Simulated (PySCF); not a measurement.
# A series of derivatives of C[SiH](N)[SiH3]

Parent skeleton `[CH3:1][SiH:2]([NH2:3])[SiH3:4]`; one hydrogen on atom 2 is replaced by X. Hydrogens on one atom are averaged.

PySCF calculation with coordinates at the GFN2-xTB level and PBE0/pcSseg-1 with gauge-including orbitals; in vacuum, one computed conformer, non-relativistic Hamiltonian, averaged over atoms made equivalent by symmetry, fast rotation or ring inversion.

Chemical shifts δ = σref − σ; ¹³C, ²⁹Si, ¹H vs TMS; NH3 for ¹⁵N, all at this level.

Known members:
```tsv
X	C1	Si2	N3	Si4	H(C1)	H(Si4)
CH2CF3	3.4	-2.1	19.1	-117.5	0.49	3.36
CF=CF2	-0.1	-20.3	15.0	-119.9	0.48	3.43
NHCHO	3.1	-7.8	25.4	-127.7	0.33	3.67
COCH3	4.0	-30.6	10.2	-122.2	0.53	3.26
CH2F	3.3	-11.4	12.6	-124.7	0.34	3.22
```

Four more derivatives gave (δ, ppm):
| compound | C1 | Si2 | N3 | Si4 | H(C1) | H(Si4) |
| --- | --- | --- | --- | --- | --- | --- |
| 1 | 7.2 | -18.1 | 17.4 | -118.1 | 0.23 | 3.33 |
| 2 | 2.8 | -5.8 | 26.6 | -129.5 | 0.27 | 3.65 |
| 3 | 0.2 | -23.9 | 29.0 | -116.4 | 0.32 | 3.33 |
| 4 | 2.4 | 9.4 | 29.1 | -118.1 | 0.29 | 3.44 |

Their substituents are N=CH2, NHCOCH3, OCOCH3, vinyl. Which is which?

## Answers

1: X = vinyl (C=C[Si@@](C)(N)[SiH3]); 2: X = NHCOCH3 (CC(=O)N[Si@](C)(N)[SiH3]); 3: X = N=CH2 (C=N[Si@](C)(N)[SiH3]); 4: X = OCOCH3 (CC(=O)O[Si@@](C)(N)[SiH3]).

Experimental scales use liquid or dissolved standards, which lie at an offset from isolated NH3 (liquid NH3: subtract about 20 ppm). Unscaled 15N shifts of sp2 nitrogen come out 20 to 40 ppm too high even then.
